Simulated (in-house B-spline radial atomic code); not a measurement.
A run on an ion of nuclear charge 60 with 60.7 electrons that did not converge. Method: scalar-relativistic (X2C) wB97X, spin-polarised, spherical fractional occupations, Fermi nucleus of rms radius 4.9123 fm; computed with a B-spline radial code for spherical atoms.

Command:
```bash
python run_scf.py task.json out
```
Settings (nuclear radius in fm, mass in u):
```
Z                60
configuration    [Xe] 4f4.7 6s2
hamiltonian      x2c
method           wb97x
spin_polarised   True
nucleus          fermi
rms_radius       4.9123
atomic_mass      141.90773
speed_of_light   137.035999084
```

First and last ten iterations of the last attempt (damped for 15 steps, keeping 80 % of the old Fock matrix, then DIIS):
```
 iter        energy (Eh)    residual
    1       -9610.361006    5.19e-01
    2       -9608.599881    6.55e-01
    3       -9616.149175    4.18e-01
    4       -9619.979733    2.60e-01
    5       -9621.833121    1.60e-01
    6       -9622.687488    9.97e-02
    7       -9623.063796    6.34e-02
    8       -9623.224510    3.78e-02
    9       -9623.295548    2.90e-02
   10       -9616.635590    2.18e-01
  111       -9615.323404    4.65e-01
  112       -9615.465394    4.58e-01
  113       -9615.470575    4.47e-01
  114       -9615.324666    4.53e-01
  115       -9615.351438    4.53e-01
  116       -9615.378633    4.53e-01
  117       -9615.969225    4.26e-01
  118       -9615.828956    4.36e-01
  119       -9597.511543    4.29e-01
  120       -9622.384898    1.08e-01
 not converged after 120 iterations
```

The smallest residual met was 1.5e-02; the threshold is about 6e-07. No energy from this run should be used. Run time, properties included: 21 s on 1 thread of Intel(R) Xeon(R) Platinum 8375C CPU @ 2.90GHz, with other jobs on the host.
